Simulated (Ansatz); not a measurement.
```yaml
crystal:
  periodic: [false, false, false]
  atoms:
    - {symbol: B, position_ang: [-0.466368, 1.186683, 0.074028]}
    - {symbol: O, position_ang: [0.863411, 0.861108, 0.201475]}
    - {symbol: C, position_ang: [0.917285, -0.501276, 0.047737]}
    - {symbol: C, position_ang: [-0.308007, -0.977577, -0.161115]}
    - {symbol: O, position_ang: [-1.212480, 0.054158, -0.152378]}
    - {symbol: H, position_ang: [-0.905339, 2.283369, 0.148474]}
    - {symbol: H, position_ang: [1.876710, -0.986193, 0.110252]}
    - {symbol: H, position_ang: [-0.673113, -1.977372, -0.324374]}
basis:
  gaussian: {orbitals: def2-SVP, final_grid: {core_spheres: 1, valence_spheres: 1, degree: 3}}
hamiltonian: {xc: {name: wB97M-V}}
accuracy: high
output: {forces: true}
```

```sh
$ ansatz run in.yaml --threads 2 --pin off --events-out ev --progress --plain --max-ram 4352MiB
```

Output, abridged:

```
Functional definition: wB97M-V
2009 factors; integrals over basis functions are off by at most 3.2e-9 eV
317 factors; integrals over basis functions are off by at most 2.7e-9 eV
mean field evaluation 1: about -6884.1350 eV, gradient 3.8e1 eV
mean field evaluation 2: about -6884.7882 eV, gradient 3.8e1 eV
mean field evaluation 4: about -6887.0811 eV, gradient 1.4e0 eV
mean field evaluation 8: about -6865.7516 eV, gradient 9.7e0 eV
mean field evaluation 16: about -6866.1269 eV, gradient 1.2e-3 eV
mean field -6866.12690836 eV, -252.3255098543 hartree, gradient 4.6e-8 eV, S^2 0.000000; 0 other end points of the search recorded, 0 dependent functions left out
reference -6866.12692752 eV, -252.3255105585 hartree; 18, 18 occupied and 67, 67 virtual orbitals, 2009 factors
Total energy: -6866.12692752 eV, -252.3255105585 hartree
Atom 0 at    -0.466368     1.186683     0.074028 Å, force     2.138757    -5.342660    -0.362508 eV/Å
Atom 1 at     0.863411     0.861108     0.201475 Å, force   -12.522933   -12.366439    -3.017902 eV/Å
Atom 2 at     0.917285    -0.501276     0.047737 Å, force    -2.733514     8.031773     0.605551 eV/Å
Atom 3 at    -0.308007    -0.977577    -0.161115 Å, force    -3.566987     7.707685     0.462631 eV/Å
Atom 4 at    -1.212480     0.054158    -0.152378 Å, force    17.717881    -0.611284     2.137308 eV/Å
Atom 5 at    -0.905339     2.283369     0.148474 Å, force     1.271687    -3.177053    -0.215734 eV/Å
Atom 6 at     1.876710    -0.986193     0.110252 Å, force    -4.860206     1.437679    -0.436700 eV/Å
Atom 7 at    -0.673113    -1.977372    -0.324374 Å, force     2.555315     4.320297     0.827355 eV/Å
Dipole moment:     0.190849    -0.476771    -0.032348 e Å
```

**Question.** Something in this input is off. What?

**Answer.** The integration grid is far too coarse. The run converged. The result belongs to that input, not to the molecule as meant.
